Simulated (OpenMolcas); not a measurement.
**W3+: moving or changing the point charges**

W3+ among 8 point charges of -1.2 e arranged as a cube (Oh), 2.2 Å from the ion.
```
   1.2702    1.2702    1.2702  -1.20
   1.2702    1.2702   -1.2702  -1.20
   1.2702   -1.2702    1.2702  -1.20
   1.2702   -1.2702   -1.2702  -1.20
  -1.2702    1.2702    1.2702  -1.20
  -1.2702    1.2702   -1.2702  -1.20
  -1.2702   -1.2702    1.2702  -1.20
  -1.2702   -1.2702   -1.2702  -1.20
```

| Property | Result |
| --- | --- |
| Program | OpenMolcas |
| Method | CASSCF |
| Basis | ANO-RCC-VTZP [8s7p5d3f2g1h] |
| Scalar Hamiltonian | DKH2, point nucleus |
| Active space | 3 electrons in 5 orbitals (5d) |
| State averaging | 2S+1 = 4 even, 10 roots; 2S+1 = 2 even, 40 roots |
| Spin-orbit coupling | RASSI with atomic mean-field integrals over the reference wave functions |

Runs around this geometry, states (labels of O, the rotations of Oh). Energies in cm-1 above the lowest state or level, χT in cm3 K/mol; under a threefold ground state the first gap can be a small split of the lowest multiplet, not the spin-orbit step; 10Dq and B are least-squares fits to the states below 45000 cm-1, weighted by degeneracy, with a free offset, and given where the rms deviation is under 5 % of |10Dq| (or 100 cm-1) and under 700 cm-1; 10Dq is negative for this site.

```json
{"R (Å)": "2.2", "q (e)": "-0.6", "Ground state": "4T1", "First state of that spin": "4T2 2670", "10Dq": "-3323", "B (rms of fit)": "760 (71)", "First gap with spin-orbit (degeneracies)": "2715 (4, 2)", "χT at 300 K": "0.133", "First state of another spin": "2E 11177"}
{"R (Å)": "2.05", "q (e)": "-1.2", "Ground state": "4T1", "First state of that spin": "4T2 8324", "10Dq": "-9902", "B (rms of fit)": "737 (272)", "First gap with spin-orbit (degeneracies)": "2543 (4, 2)", "χT at 300 K": "0.222", "First state of another spin": "2E 4568"}
{"R (Å)": "2.2", "q (e)": "-1.2", "Ground state": "4T1", "First state of that spin": "4T2 5702", "10Dq": "-6922", "B (rms of fit)": "749 (170)", "First gap with spin-orbit (degeneracies)": "2462 (4, 2)", "χT at 300 K": "0.175", "First state of another spin": "2E 7679"}
{"R (Å)": "2.31", "q (e)": "-1.2", "Ground state": "4T1", "First state of that spin": "4T2 4405", "10Dq": "-5398", "B (rms of fit)": "756 (124)", "First gap with spin-orbit (degeneracies)": "2524 (4, 2)", "χT at 300 K": "0.154", "First state of another spin": "2E 9211"}
```

Taking |10Dq| as R^-n, n = -ln(5398 / 9902) / ln(2.31 / 2.05) = 5.1 between the shortest and longest distance. The point-charge formula for a cubic d site gives n = 5.

Scaling the charges by -0.6 / -1.2 = 0.50 scales |10Dq| by 3323 / 6922 = 0.48; with fixed orbitals a first-order splitting would follow the charge.

Without dynamic correlation the repulsion within the d shell is too large (B by tens of per cent), so at a given field states of lower spin stand too high. Point charges give a weaker field than real ligands, and real ions of this kind are as a rule low spin; the high spin found here belongs to the model. Spin-orbit coupling mixes the spin-free states strongly: the lowest level takes only 64 % from its leading state, 4T1 (holds for R = 2.2, q = -0.6). An orbital triplet at a regular site is open to Jahn-Teller coupling, which can distort the site and quench the lowest spin-orbit gaps and is left out (holds for R = 2.05, q = -1.2; R = 2.2, q = -1.2; R = 2.31, q = -1.2). This shell can be high or low spin here, a state of another spin lies low, and with metal d orbitals alone active their balance is uncertain, so the ground spin may be wrong (holds for R = 2.05, q = -1.2). This is an electrostatic model: the charges have no orbitals. No measured value stands beside these numbers.
